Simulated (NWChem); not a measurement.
All runs are NWChem calculations. System: H4AlF2N, charge 0, spin multiplicity 1, at a geometry optimised with B3LYP/def2-SVP. The structure started from a generated list of species. Level: RHF/def2-TZVP.

Job file:

```
start mol
memory heap 200 mb stack 800 mb global 1000 mb
geometry units angstroms nocenter noautoz noautosym
  Al     0.060513    -0.376715     0.387097
  H      0.771345    -1.723485     0.806254
  F      0.574062     1.052694     1.114300
  F     -1.580707    -0.427215     0.014201
  N      0.720582     0.067458    -1.499402
  H      1.385126    -0.596408    -1.903979
  H      1.164465     0.990080    -1.475094
  H     -0.091870     0.125596    -2.120142
end
basis spherical
  * library def2-tzvp
end
scf
  rhf
  nopen 0
  maxiter 100
  thresh 1e-7
  semidirect memsize 60000000 filesize 0
end
task scf energy
```

Output (cleaned and shortened):

```
             Northwest Computational Chemistry Package (NWChem) 7.3.0
             --------------------------------------------------------

                                NWChem Input Module
                                -------------------

 Scaling coordinates for geometry "geometry" by  1.889725989
 (inverse scale =  0.529177249)

                             Geometry "geometry" -> ""
                             -------------------------

 Output coordinates in angstroms (scale by  1.889725989 to convert to a.u.)

  No.       Tag          Charge          X              Y              Z
 ---- ---------------- ---------- -------------- -------------- --------------
    1 Al                  13.0000     0.06051300    -0.37671500     0.38709700
    2 H                    1.0000     0.77134500    -1.72348500     0.80625400
    3 F                    9.0000     0.57406200     1.05269400     1.11430000
    4 F                    9.0000    -1.58070700    -0.42721500     0.01420100
    5 N                    7.0000     0.72058200     0.06745800    -1.49940200
    6 H                    1.0000     1.38512600    -0.59640800    -1.90397900
    7 H                    1.0000     1.16446500     0.99008000    -1.47509400
    8 H                    1.0000    -0.09187000     0.12559600    -2.12014200

 Effective nuclear repulsion energy (a.u.)     174.3325014522

            Nuclear Dipole moment (a.u.)
            ----------------------------
        X                 Y               Z
 ---------------- ---------------- ----------------
     0.0000075589     0.0000094486    -0.0000094486


 Summary of "ao basis" -> "" (spherical)
 ------------------------------------------------------------------------------
       Tag                 Description            Shells   Functions and Types
 ---------------- ------------------------------  ------  ---------------------
 *                         def2-tzvp                  on all atoms

 Summary of "ao basis" -> "ao basis" (spherical)
 ------------------------------------------------------------------------------
       Tag                 Description            Shells   Functions and Types
 ---------------- ------------------------------  ------  ---------------------
 Al                        def2-tzvp                13       37   5s5p2d1f
 H                         def2-tzvp                 4        6   3s1p
 F                         def2-tzvp                11       31   5s3p2d1f
 N                         def2-tzvp                11       31   5s3p2d1f

                                 NWChem SCF Module
                                 -----------------

  ao basis        = "ao basis"
  functions       =   154
  atoms           =     8
  closed shells   =    21
  open shells     =     0
  charge          =   0.00
  wavefunction    = RHF
  use symmetry    = F
  symmetry adapt  = F

 Summary of "ao basis" -> "ao basis" (spherical)
 ------------------------------------------------------------------------------
       Tag                 Description            Shells   Functions and Types
 ---------------- ------------------------------  ------  ---------------------
 Al                        def2-tzvp                13       37   5s5p2d1f
 H                         def2-tzvp                 4        6   3s1p
 F                         def2-tzvp                11       31   5s3p2d1f
 N                         def2-tzvp                11       31   5s3p2d1f

 Forming initial guess at       0.1s

      Superposition of Atomic Density Guess
[...]
                 2     -497.8894200663  3.84D-01  7.49D-02      7.7
                 3     -497.9001084519  2.13D-02  4.58D-03     10.7
                 4     -497.9001550191  1.02D-04  2.76D-05     16.1
                 5     -497.9001550204  9.15D-09  1.94D-09     25.5

       Final RHF  results
       ------------------

         Total SCF energy =   -497.900155020379
      One-electron energy =  -1041.721232199953
      Two-electron energy =    369.488575727397
 Nuclear repulsion energy =    174.332501452177

        Time for solution =     21.4s

             Final eigenvalues
             -----------------

              1
    1  -58.4603
    2  -26.2174
    3  -26.2174
    4  -15.6491
    5   -4.8719
    6   -3.1887
    7   -3.1881
    8   -3.1872
    9   -1.5058
   10   -1.4981
   11   -1.2487
   12   -0.7341
   13   -0.7322
   14   -0.6719
   15   -0.6206
   16   -0.6146
   17   -0.6003
   18   -0.5839
   19   -0.5754
   20   -0.5652
   21   -0.4411
   22    0.0840
   23    0.1368
   24    0.1536
   25    0.1641
   26    0.1753
   27    0.2036
   28    0.2289
   29    0.2918
   30    0.3167
   31    0.3248

                       ROHF Final Molecular Orbital Analysis
                       -------------------------------------

 Vector   19  Occ=2.000000D+00  E=-5.754301D-01
              MO Center= -4.8D-01,  2.9D-01,  5.5D-01, r^2= 2.5D+00
   Bfn.  Coefficient  Atom+Function         Bfn.  Coefficient  Atom+Function
  ----- ------------  ---------------      ----- ------------  ---------------
    49      0.337823  3 F  px                81      0.300858  4 F  py
    52      0.295732  3 F  px                84      0.263499  4 F  py
    55      0.184778  3 F  px                87      0.166137  4 F  py
    82      0.161713  4 F  pz

 Vector   20  Occ=2.000000D+00  E=-5.652228D-01
              MO Center=  7.0D-02,  1.3D-01, -3.1D-01, r^2= 3.1D+00
   Bfn.  Coefficient  Atom+Function         Bfn.  Coefficient  Atom+Function
  ----- ------------  ---------------      ----- ------------  ---------------
   113      0.247968  5 N  pz               116      0.240784  5 N  pz
    51      0.228233  3 F  pz                54      0.199822  3 F  pz
    82      0.188040  4 F  pz                85      0.165915  4 F  pz
    80     -0.164598  4 F  px               119      0.155456  5 N  pz

 Vector   21  Occ=2.000000D+00  E=-4.410841D-01
              MO Center=  6.1D-01, -1.4D+00,  6.4D-01, r^2= 1.6D+00
   Bfn.  Coefficient  Atom+Function         Bfn.  Coefficient  Atom+Function
  ----- ------------  ---------------      ----- ------------  ---------------
    39      0.295511  2 H  s                 40      0.224107  2 H  s
     4      0.209781  1 Al s                 16     -0.202591  1 Al py
    38      0.172948  2 H  s

 Vector   22  Occ=0.000000D+00  E= 8.398359D-02
              MO Center=  9.8D-01, -2.1D-02, -1.9D+00, r^2= 5.3D+00
   Bfn.  Coefficient  Atom+Function         Bfn.  Coefficient  Atom+Function
  ----- ------------  ---------------      ----- ------------  ---------------
   110      2.436006  5 N  s                139     -1.092424  6 H  s
   145     -0.795101  7 H  s                151     -0.797043  8 H  s
     5     -0.494899  1 Al s                 20      0.356223  1 Al pz
   109     -0.344353  5 N  s                108      0.252764  5 N  s

 Vector   23  Occ=0.000000D+00  E= 1.367680D-01
              MO Center= -1.9D-01, -4.2D-01,  9.4D-01, r^2= 7.1D+00
   Bfn.  Coefficient  Atom+Function         Bfn.  Coefficient  Atom+Function
  ----- ------------  ---------------      ----- ------------  ---------------
    20      1.189475  1 Al pz               145      0.802941  7 H  s
   151      0.803847  8 H  s                 18     -0.691799  1 Al px
   118     -0.446422  5 N  py                48     -0.357298  3 F  s
    79     -0.357679  4 F  s                119      0.295182  5 N  pz
   139     -0.271735  6 H  s                 40     -0.182508  2 H  s

 Vector   24  Occ=0.000000D+00  E= 1.536025D-01
              MO Center=  3.7D-01, -6.2D-01,  1.2D-01, r^2= 7.3D+00
   Bfn.  Coefficient  Atom+Function         Bfn.  Coefficient  Atom+Function
  ----- ------------  ---------------      ----- ------------  ---------------
    18      0.924261  1 Al px                19      0.633891  1 Al py
    20      0.476010  1 Al pz               151     -0.476286  8 H  s
   145      0.470229  7 H  s                 48     -0.368922  3 F  s
    79      0.368032  4 F  s                117     -0.295997  5 N  px
   118     -0.198193  5 N  py

 center of mass
 --------------
 x =  -0.09440848 y =   0.03300205 z =   0.14018873

 moments of inertia (a.u.)
 ------------------
         365.810553456358         -83.657792030934          21.531373103773
         -83.657792030934         480.290146506934         -52.549719543032
          21.531373103773         -52.549719543032         348.343080979200

  Mulliken analysis of the total density
  --------------------------------------

    Atom       Charge   Shell Charges
 -----------   ------   -------------------------------------------------------
    1 Al  13    12.11   2.00  0.65  1.34  0.54  0.13  2.92  2.28  0.82  0.73  0.13  0.29  0.16  0.12
    2 H    1     1.18   0.23  0.57  0.37  0.01
    3 F    9     9.50   0.77  1.20  0.59  1.00  0.35  2.24  2.30  1.04  0.00  0.01  0.00
    4 F    9     9.50   0.77  1.20  0.59  1.00  0.35  2.24  2.30  1.04  0.00  0.01  0.00
    5 N    7     7.62   0.82  1.16  0.51  0.87  0.13  1.51  1.84  0.76  0.01  0.02  0.00
    6 H    1     0.71   0.25  0.38  0.03  0.04
    7 H    1     0.69   0.25  0.37  0.04  0.03
    8 H    1     0.69   0.25  0.37  0.04  0.03

       Multipole analysis of the density wrt the origin
       ------------------------------------------------

     L   x y z        total         open         nuclear
     -   - - -        -----         ----         -------
     0   0 0 0      0.000000      0.000000     42.000000

     1   1 0 0      1.072466      0.000000      0.000008
     1   0 1 0      0.046017      0.000000      0.000009
     1   0 0 1     -2.158600      0.000000     -0.000009

     2   2 0 0    -23.677696      0.000000    117.894670
     2   1 1 0     -0.593109      0.000000     37.661539
     2   1 0 1     -4.035868      0.000000    -18.718730
     2   0 2 0    -24.213149      0.000000     63.618404
     2   0 1 1     -1.442215      0.000000     21.133683
     2   0 0 2    -16.311446      0.000000    142.157996

 Task  times  cpu:       25.6s     wall:       25.6s

 Total times  cpu:       25.6s     wall:       25.6s
```
